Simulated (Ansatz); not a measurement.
Relaxation of Mo₂O₆ with UKS r2SCAN-D4/def2-SVP.

```sh
$ ansatz run in.yaml --threads 2 --pin off --events-out ev --progress --plain --max-ram 32768MiB --backend cpu
```

```yaml
crystal:
  periodic: [false, false, false]
  atoms:
    - {symbol: Mo, position_ang: [-1.077497, -0.929910, -0.198790]}
    - {symbol: Mo, position_ang: [1.077507, 0.929899, 0.198812]}
    - {symbol: O, position_ang: [2.214585, 0.847645, 1.438312]}
    - {symbol: O, position_ang: [1.396054, 2.268484, -0.772161]}
    - {symbol: O, position_ang: [0.746765, -0.708819, -0.732045]}
    - {symbol: O, position_ang: [-0.746721, 0.708733, 0.732168]}
    - {symbol: O, position_ang: [-2.214487, -0.847489, -1.438361]}
    - {symbol: O, position_ang: [-1.396206, -2.268543, 0.772065]}
basis:
  gaussian: {orbitals: def2-SVP}
magnetization: {spin_polarized: true, initial_magnetization: 4}
hamiltonian: {xc: r2scan, dispersion: d4}
scf: {lower_state_search: "off"}
output: {orbitals: {seedname: orbitals}}
relax: {f_tol: 0.02, max_steps: 100}
```

It took 50 s on 2 threads of AMD EPYC 7R13 on a shared host.

Positions (Å) and forces (eV/Å) at steps 1, 2, 3, 4, 6 of 6:

```xyz
8
step=1 energy=-15982.0487 eV
Mo   -1.077   -0.930   -0.199    1.653    1.427    0.305
Mo    1.078    0.930    0.199   -1.653   -1.427   -0.305
O     2.215    0.848    1.438    2.820   -0.525    3.385
O     1.396    2.268   -0.772    0.543    3.427   -2.765
O     0.747   -0.709   -0.732   -0.229    0.218    0.225
O    -0.747    0.709    0.732    0.229   -0.218   -0.225
O    -2.214   -0.847   -1.438   -2.819    0.526   -3.385
O    -1.396   -2.269    0.772   -0.543   -3.428    2.764
8
step=2 energy=-15982.8414 eV
Mo   -1.202   -1.038   -0.222   -1.868   -1.612   -0.345
Mo    1.202    1.038    0.222    1.868    1.612    0.345
O     2.355    0.897    1.534   -0.816   -0.036   -0.797
O     1.482    2.414   -0.826   -0.302   -0.929    0.591
O     0.656   -0.623   -0.643    0.044   -0.042   -0.043
O    -0.656    0.623    0.643   -0.044    0.042    0.043
O    -2.355   -0.897   -1.534    0.816    0.036    0.797
O    -1.482   -2.414    0.826    0.302    0.929   -0.591
8
step=3 energy=-15982.9362 eV
Mo   -1.254   -1.082   -0.231   -0.499   -0.431   -0.092
Mo    1.254    1.082    0.231    0.499    0.431    0.092
O     2.377    0.905    1.549   -0.515    0.138   -0.659
O     1.495    2.437   -0.834   -0.067   -0.640    0.551
O     0.618   -0.587   -0.606    0.307   -0.291   -0.301
O    -0.618    0.587    0.606   -0.307    0.291    0.301
O    -2.377   -0.905   -1.549    0.515   -0.138    0.659
O    -1.495   -2.437    0.834    0.067    0.640   -0.551
8
step=4 energy=-15982.9792 eV
Mo   -1.244   -1.074   -0.230   -0.277   -0.239   -0.051
Mo    1.244    1.074    0.230    0.277    0.239    0.051
O     2.364    0.904    1.536   -0.178    0.051   -0.231
O     1.490    2.421   -0.825   -0.020   -0.222    0.195
O     0.631   -0.599   -0.619    0.114   -0.108   -0.111
O    -0.631    0.599    0.619   -0.114    0.108    0.111
O    -2.364   -0.904   -1.536    0.178   -0.051    0.231
O    -1.490   -2.421    0.824    0.020    0.222   -0.195
8
step=6 energy=-15982.9851 eV
Mo   -1.245   -1.075   -0.230    0.003    0.003    0.001
Mo    1.245    1.075    0.230   -0.003   -0.003   -0.001
O     2.365    0.913    1.528    0.000    0.002   -0.002
O     1.497    2.420   -0.816    0.002    0.000    0.002
O     0.636   -0.603   -0.623   -0.003    0.002    0.003
O    -0.636    0.603    0.623    0.003   -0.002   -0.003
O    -2.365   -0.913   -1.528    0.000   -0.002    0.002
O    -1.497   -2.420    0.816   -0.002    0.000   -0.002
```

In the def2 sets Mo takes a core potential; there is no spin–orbit coupling. The gap within one spin of the charge 0 quintet nearly closes, so an electron or hole may be smeared out by delocalisation error. At r2SCAN-D4/def2-SVP a singlet of charge 0 lies 5.90 eV below the quintet, each at its own geometry. The structure comes from a short search, and lower isomers may exist.
